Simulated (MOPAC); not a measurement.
Job for MOPAC: PM6 on C2H6Si (a complex), monomers drawn apart or pushed together.

```
PM6 1SCF PRECISE CHARGE=0 THREADS=1
C2H6Si

Si     0.28503007 1    -0.06825027 1     0.05125977 1
H      1.12559523 1     1.00353475 1     0.62741118 1
H     -1.14374990 1     0.22837291 1     0.29482541 1
H      0.63804009 1    -1.36812702 1     0.66242898 1
H      0.52258807 1    -0.13895291 1    -1.41043215 1
C     -0.06383410 1    -0.06048432 1     5.19707786 1
C     -1.16800126 1     0.35725693 1     5.00075147 1
H      0.91698111 1    -0.43174909 1     5.36826546 1
H     -2.14788854 1     0.72772619 1     4.82275930 1
```

The log:

```
*******************************************************************************
 **                                                                           **
 **                              MOPAC v23.2.5                                **
 **                                                                           **
 *******************************************************************************
 ** MOPAC's Digital Object Identifier: https://doi.org/10.5281/zenodo.6511958 **
 **                                                                           **
 ** Please cite the open-source release paper for use of this MOPAC version:  **
 ** J. E. Moussa and J. J. P. Stewart (2026)                                  **
 ** MOPAC: An open-source semiempirical molecular orbital program             **
 ** J. Open Source Softw., 11(119), 8025, https://doi.org/10.21105/joss.08025 **
 *******************************************************************************

                              PM6 CALCULATION RESULTS

 *******************************************************************************
 *  PM6        - The PM6 Hamiltonian to be used
 *
 *
 *
 *                 CHARGE ON SYSTEM = 0
 *
 *
 *
 *  PRECISE    - TIGHTER CRITERIA TO BE USED
 *  1SCF       - DO 1 SCF AND THEN STOP
 *  THREADS=1  - MULTI-THREADING NOT USED
 *  T=         - A TIME OF 172800.0 SECONDS REQUESTED
 *  DUMP=N     - RESTART FILE WRITTEN EVERY 7200.0 SECONDS REQUESTED
 *******************************************************************************
PM6 1SCF PRECISE CHARGE=0 THREADS=1
 C2H6Si

   ATOM   CHEMICAL          X               Y               Z
  NUMBER   SYMBOL      (ANGSTROMS)     (ANGSTROMS)     (ANGSTROMS)

     1      Si          0.28503007  *  -0.06825027  *   0.05125977  *
     2       H          1.12559523  *   1.00353475  *   0.62741118  *
     3       H         -1.14374990  *   0.22837291  *   0.29482541  *
     4       H          0.63804009  *  -1.36812702  *   0.66242898  *
     5       H          0.52258807  *  -0.13895291  *  -1.41043215  *
     6       C         -0.06383410  *  -0.06048432  *   5.19707786  *
     7       C         -1.16800126  *   0.35725693  *   5.00075147  *
     8       H          0.91698111  *  -0.43174909  *   5.36826546  *
     9       H         -2.14788854  *   0.72772619  *   4.82275930  *



          CARTESIAN COORDINATES

    NO.       ATOM           X           Y           Z

     1        Si          0.2850     -0.0683      0.0513
     2         H          1.1256      1.0035      0.6274
     3         H         -1.1437      0.2284      0.2948
     4         H          0.6380     -1.3681      0.6624
     5         H          0.5226     -0.1390     -1.4104
     6         C         -0.0638     -0.0605      5.1971
     7         C         -1.1680      0.3573      5.0008
     8         H          0.9170     -0.4317      5.3683
     9         H         -2.1479      0.7277      4.8228

 General Reference for PM6:
 "Optimization of Parameters for Semiempirical Methods V: Modification of NDDO Approximations
 and Application to 70 Elements", J. J. P. Stewart, J. Mol. Mod., 13, 1173-1213 (2007)
 URL: https://link.springer.com/article/10.1007/s00894-007-0233-4

           Empirical Formula: C2 H6 Si  =     9 atoms



      MOLECULAR POINT GROUP   :   C1


      RHF CALCULATION, NO. OF DOUBLY OCCUPIED LEVELS = 9


 -------------------------------------------------------------------------------
 PM6 1SCF PRECISE CHARGE=0 THREADS=1
 C2H6Si



     1SCF WAS SPECIFIED, SO BFGS WAS NOT USED
     SCF FIELD WAS ACHIEVED


                              PM6 CALCULATION
                                                       MOPAC v23.2.5 Linux




          FINAL HEAT OF FORMATION =         64.52714 KCAL/MOL =     269.98156 KJ/MOL


          COSMO AREA              =        142.55 SQUARE ANGSTROMS
          COSMO VOLUME            =        122.07 CUBIC ANGSTROMS

          IONIZATION POTENTIAL    =         11.571587 EV
          HOMO LUMO ENERGIES (EV) =        -11.572  0.870
          NO. OF FILLED LEVELS    =          9
          MOLECULAR WEIGHT        =         58.1549         POINT GROUP:  C1

          MOLECULAR DIMENSIONS (Angstroms)

            Atom       Atom       Distance
            H     9    H     5     6.83632
            H     8    H     3     4.05657
            H     4    H     2     2.40686


          SCF CALCULATIONS        =          1





   ATOM   CHEMICAL          X               Y               Z
  NUMBER   SYMBOL      (ANGSTROMS)     (ANGSTROMS)     (ANGSTROMS)

     1      Si          0.28503007  *  -0.06825027  *   0.05125977  *
     2       H          1.12559523  *   1.00353475  *   0.62741118  *
     3       H         -1.14374990  *   0.22837291  *   0.29482541  *
     4       H          0.63804009  *  -1.36812702  *   0.66242898  *
     5       H          0.52258807  *  -0.13895291  *  -1.41043215  *
     6       C         -0.06383410  *  -0.06048432  *   5.19707786  *
     7       C         -1.16800126  *   0.35725693  *   5.00075147  *
     8       H          0.91698111  *  -0.43174909  *   5.36826546  *
     9       H         -2.14788854  *   0.72772619  *   4.82275930  *

                             CARTESIAN COORDINATES

   1   Si        0.285030070    -0.068250270     0.051259770
   2    H        1.125595230     1.003534750     0.627411180
   3    H       -1.143749900     0.228372910     0.294825410
   4    H        0.638040090    -1.368127020     0.662428980
   5    H        0.522588070    -0.138952910    -1.410432150
   6    C       -0.063834100    -0.060484320     5.197077860
   7    C       -1.168001260     0.357256930     5.000751470
   8    H        0.916981110    -0.431749090     5.368265460
   9    H       -2.147888540     0.727726190     4.822759300


           Empirical Formula: C2 H6 Si  =     9 atoms



      MOLECULAR POINT GROUP   :   C1


                  EIGENVALUES
 -26.49190 -19.78120 -19.37376 -15.56305 -11.75816 -11.75598 -11.72677 -11.58057
 -11.57159   0.86997   0.87569   0.87936   1.56875   1.56935   1.71259   1.71288
   3.00274   4.56683   4.56830   4.56951   5.07612   6.25086   7.04904


              NET ATOMIC CHARGES AND DIPOLE CONTRIBUTIONS

  ATOM NO.   TYPE          CHARGE      No. of ELECS.   s-Pop       p-Pop       d-Pop
    1         Si           0.111452        3.8885     1.23286     2.14385     0.51183
    2          H          -0.027643        1.0276     1.02764
    3          H          -0.028012        1.0280     1.02801
    4          H          -0.027774        1.0278     1.02777
    5          H          -0.028064        1.0281     1.02806
    6          C          -0.197982        4.1980     1.15826     3.03973
    7          C          -0.197931        4.1979     1.15826     3.03967
    8          H           0.197975        0.8020     0.80202
    9          H           0.197980        0.8020     0.80202
 DIPOLE           X         Y         Z       TOTAL
 POINT-CHG.     0.002     0.000     0.001     0.002
 HYBRID        -0.005     0.002     0.038     0.039
 SUM           -0.003     0.002     0.039     0.039


          ATOMIC ORBITAL ELECTRON POPULATIONS

     Atom    s        px        py        pz      x^2-y^2     xz        z^2       yz        xy
    1 Si   1.23286   0.71532   0.71540   0.71314   0.12921   0.04189   0.16204   0.08240   0.09629
    2  H   1.02764
    3  H   1.02801
    4  H   1.02777
    5  H   1.02806
    6  C   1.15826   1.03377   1.00483   1.00113
    7  C   1.15826   1.03384   1.00484   1.00099
    8  H   0.80202
    9  H   0.80202

 **********************
 *                    *
 * JOB ENDED NORMALLY *
 *                    *
 **********************




 == MOPAC DONE ==
```

The run finished.

Cost: about 0.020 core-seconds (a rough figure).
